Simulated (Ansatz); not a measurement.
A run on CH3AlCl2O (`C[O][Al]([Cl])[Cl]`) with other settings.

```yaml
crystal:
  periodic: [false, false, false]
  atoms:
    - {symbol: C, position_ang: [-0.639597, 1.046229, -0.517728]}
    - {symbol: O, position_ang: [-0.579853, -0.253292, 0.004406]}
    - {symbol: Al, position_ang: [0.614853, -1.261037, 0.576082]}
    - {symbol: Cl, position_ang: [2.600614, -0.642397, 0.619133]}
    - {symbol: Cl, position_ang: [0.101155, -3.150990, 1.249117]}
    - {symbol: H, position_ang: [0.345708, 1.522491, -0.564332]}
    - {symbol: H, position_ang: [-1.292667, 1.663714, 0.105508]}
    - {symbol: H, position_ang: [-1.057915, 1.018183, -1.527887]}
basis:
  gaussian: {orbitals: aug-cc-pVDZ}
hamiltonian: {xc: {name: B3LYP}, dispersion: d3bjatm}
accuracy: high
```

```sh
$ ansatz run in.yaml --threads 4 --pin off --events-out ev --progress --plain --max-ram 10444MiB
```

It prints (some lines left out):

```
Functional definition: B3LYP
3080 factors; integrals over basis functions are off by at most 3.4e-9 eV
mean field evaluation 1: about -34773.8164 eV, gradient 6.2e1 eV
mean field evaluation 2: about -34744.5985 eV, gradient 1.3e2 eV
mean field evaluation 4: about -34781.8747 eV, gradient 7.2e0 eV
mean field evaluation 8: about -34782.0868 eV, gradient 6.6e-1 eV
mean field evaluation 16: about -34782.0881 eV, gradient 8.7e-5 eV
mean field -34782.08808739 eV, -1278.2181610655 hartree, gradient 2.7e-8 eV, S^2 0.000000; 0 other end points of the search recorded, 0 dependent functions left out
reference -34782.08813815 eV, -1278.2181629310 hartree; 32, 32 occupied and 122, 122 virtual orbitals, 3080 factors
Total energy: -34782.41534834 eV, -1278.2301876836 hartree
```

Hardware: 4 threads of an Arm Neoverse V1 on a shared host. Wall time 7.5 s, peak host memory 0.82 GiB.
